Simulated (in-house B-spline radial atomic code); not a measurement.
## Removing one electron from the thulium ion Tm³⁹⁺

Closed shell [Ar] 3d10 4s2. Computed with an all-electron radial atomic-structure program (B-spline basis): Koopmans values of Dirac-Hartree-Fock plus a diagonal self-energy, in second order or with its direct term screened (direct RPA, with the hole-particle interaction, or full time-dependent Hartree-Fock), linearised in energy; no-pair Dirac-Coulomb Hamiltonian, finite nucleus. Shifts add to the Koopmans value (the ΔSCF shift is orbital relaxation alone); the final value takes TDHF screening with Breit and QED.

Command:
```bash
python run_mb.py task.json out
```
Settings (nuclear radius in fm, box in bohr, cutoff in hartree):
```
basis_form          2
Z                   69
core_configuration  [Ar] 3d10 4s2
rms_radius          5.2256
mass_number         169
speed_of_light      137.036
box_radius          2.998
lmax                7
intervals           57
virtual_cutoff      19044.0
```

Cost of the run: 24 s on 1 thread of Arm Neoverse N1, with other jobs on the host.

Energies in eV:

```csv
subshell,Koopmans,ΔSCF shift,second order,direct RPA,hole-particle,TDHF,Breit + QED,final
4s1/2,1891.86,-0.263,?,?,?,?,?,?
```

Task: What does the self-energy do to 4s1/2?

Result: It shifts the removal energy by 3.099 eV in second order, 2.273 with direct RPA, 2.601 with the hole-particle term and 2.812 with TDHF screening (quasi-particle weight 0.994); Breit and QED add -2.349 eV. The final value is 1892.32 eV, against 1889 ± 4 eV (NIST, tabulated theory).
